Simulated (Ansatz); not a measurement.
Consider the redistribution: `O[SiH](F)[TeH]` + `[OH][GeH2][SiH3]` → `O[SiH](F)[SiH3]` + `[OH][GeH2][TeH]`.

Program: Ansatz. Geometries: PBE0-D4/def2-TZVP. ΔE: electronic, gas phase. CBS: MP2 limit from def2 TZ/QZ plus the TZ coupled-cluster correction, frozen cores. Functionals use def2-TZVPP. B3LYP here is the variant with VWN-RPA as its local correlation; programs differ in this. HSE06 is defined as in plane-wave codes. def2 core potentials past Kr. For Ge, Te outer-core shells are correlated without core-valence functions, which leaves a few kJ/mol of doubt a bond. Scalar relativity is left out up to krypton. One conformer a species, not always the lowest.

`O[SiH](F)[TeH]`:

```xyz
7

O    -1.328    0.734   -0.872
Si    0.146    0.171   -0.473
F     1.054    1.295    0.202
Te   -0.091   -1.665    1.192
H    -1.941    0.941   -0.163
H     0.789   -0.211   -1.742
H     1.372   -1.265    1.857
```

`[OH][GeH2][SiH3]`:

```xyz
9

O    -1.579   -1.192   -0.799
Ge   -0.077   -0.237   -1.003
Si    0.530    0.779    1.072
H    -1.460   -1.938   -0.208
H     1.046   -1.162   -1.524
H    -0.445    0.788   -2.086
H     1.806    1.531    0.923
H     0.716   -0.279    2.102
H    -0.537    1.710    1.524
```

`O[SiH](F)[SiH3]`:

Cartesian coordinates in Å:
```
O -1.755 -0.761 -0.032
Si -0.506 -0.035 0.736
F 0.051 -0.983 1.902
Si 1.172 0.297 -0.859
H -2.594 -0.845 0.425
H -0.966 1.199 1.429
H 2.369 0.890 -0.207
H 0.682 1.234 -1.905
H 1.546 -0.996 -1.489
```

`[OH][GeH2][TeH]`:

Cartesian coordinates in Å:
```
O 1.231 -0.556 -1.150
Ge 0.322 -0.424 0.374
Te -2.121 0.206 -0.056
H 1.030 0.162 -1.755
H 0.401 -1.830 0.977
H 0.941 0.655 1.280
H -1.804 1.786 0.329
```

Question: Is it downhill or uphill in electronic energy at CCSD(T)/CBS, and by how much? (An estimate is asked.)

Answer: Computed: Uphill: ΔE = +9.3 kJ/mol.

Question: What do these levels give: PBE-D4, HSE06-D4, ωB97X-V, B2PLYP, PBE, B3LYP? (Estimate.)

Answer: The calculation gave: PBE-D4 7.7, HSE06-D4 7.5, ωB97X-V 7.0, B2PLYP 6.6, PBE 7.1, B3LYP 5.1 kJ/mol.

Question: What do rigid-rotor, harmonic-oscillator terms from PBE0-D4/def2-TZVP frequencies (298.15 K, 1 bar) make of the CCSD(T)/CBS value? (An estimate is asked.)

Answer: The calculation gave: ΔZPE = -0.5 kJ/mol, ΔH = +9.0 kJ/mol, ΔS = 2 J/(mol·K), ΔG = +8.4 kJ/mol.

Largest T1 diagnostic among the species: 0.013.

In def2-TZVPP, CCSD(T) changes the Hartree–Fock value by +5.8 kJ/mol (the triples alone add +0.5 kJ/mol) and MP2 by +7.7 kJ/mol. Leaving LDA and LC-ωPBE aside and taking each functional with its dispersion term where it has one, the values, not all of them listed here, spread over 5.2 kJ/mol, from BHLYP-D4 to ωB97M-V.
